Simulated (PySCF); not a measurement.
C6H10Cl2.
Geometry (GFN2-xTB, Å), atoms numbered from 1 in this order:
```
atom  x, y, z in Å
C1     1.8927   -1.1536    0.1117
C2     1.3840    0.2503    0.0639
C3     0.1620    0.6562   -0.2602
C4    -0.2154    2.1063   -0.2698
C5    -0.9501   -0.2954   -0.6382
C6    -1.5053   -1.0064    0.5856
Cl7   -2.6868   -2.2553    0.1025
Cl8   -2.3018    0.1366    1.6885
H9     1.2163   -1.8585   -0.3631
H10    2.0423   -1.4620    1.1471
H11    2.8601   -1.2111   -0.3855
H12    2.1196    0.9976    0.3321
H13   -0.5175    2.4099   -1.2721
H14    0.6162    2.7303    0.0456
H15   -1.0572    2.2799    0.3986
H16   -0.5843   -1.0587   -1.3286
H17   -1.7569    0.2486   -1.1313
H18   -0.7266   -1.5080    1.1617
```

A PySCF run (density fitting, gas phase, GFN2-xTB geometry) gave HOMO -9.57 eV, LUMO 3.73 eV, dipole 2.60 D.

Task: Which of these levels was it?
A. PBE0/pcSseg-1
B. BLYP/pcSseg-1
C. HF/pcSseg-1
D. PBE0/def2-SVPD

Result: C. It is HF/pcSseg-1. All candidates on this geometry:

```json
{"level and settings": "BLYP/pcSseg-1", "kind": "GGA", "basis functions": "200", "SCF cycles": "16", "E (Eh)": "-1154.8416", "HOMO (eV)": "-5.84", "LUMO (eV)": "-0.98", "dipole (D)": "2.24"}
{"level and settings": "PBE0/def2-SVPD", "kind": "global hybrid", "basis functions": "254", "SCF cycles": "14", "E (Eh)": "-1154.0253", "HOMO (eV)": "-7.14", "LUMO (eV)": "-0.27", "dipole (D)": "2.39"}
{"level and settings": "PBE0/pcSseg-1", "kind": "global hybrid", "basis functions": "200", "SCF cycles": "14", "E (Eh)": "-1154.3845", "HOMO (eV)": "-7.14", "LUMO (eV)": "-0.13", "dipole (D)": "2.40"}
{"level and settings": "HF/pcSseg-1, fitting basis def2-qzvpp-jkfit", "kind": "Hartree–Fock", "basis functions": "200", "SCF cycles": "11", "E (Eh)": "-1151.9090", "HOMO (eV)": "-9.57", "LUMO (eV)": "3.73", "dipole (D)": "2.60"}
```

The nearest other candidate, by the summed differences of HOMO and LUMO, is PBE0/pcSseg-1: its HOMO differs by +2.43 eV and its LUMO by -3.86 eV. Cycle counts include a coarse-grid stage where the run had one.
